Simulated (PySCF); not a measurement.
Job for PySCF: R-HF/STO-3G on C2H5Al (SMILES C=[CH][AlH2]), a point of a bond scan (R = 1.906 Å).

```python
from pyscf import gto, scf, dft, mp
from pyscf.data.elements import chemcore

mol = gto.M(
    atom='''
    Al   -0.13640480    0.16293037    1.16257739
    H    -0.81514489    1.59101670    1.21761631
    H     0.17826312   -0.64444815    2.48571591
    C     0.29151772   -0.55237827   -0.58963342
    C     0.01802875    0.14494252   -1.69877918
    H     1.11039662   -2.25599721   -0.83537806
    H     0.24169125   -0.21989595   -2.69843926
    H    -0.44827436    1.12572183   -1.65786457
    ''',
    basis='sto-3g',
    charge=0, spin=0, verbose=3, max_memory=1800)
mf = scf.RHF(mol)
mf.conv_tol = 1e-8
mf.max_cycle = 100
mf.kernel()
if not mf.converged:
    mf = mf.newton().run(mf.mo_coeff, mf.mo_occ)
```

Output:

```
converged SCF energy = -316.47686376975
```

The run converged.

Cost: roughly 0.25 core-seconds.
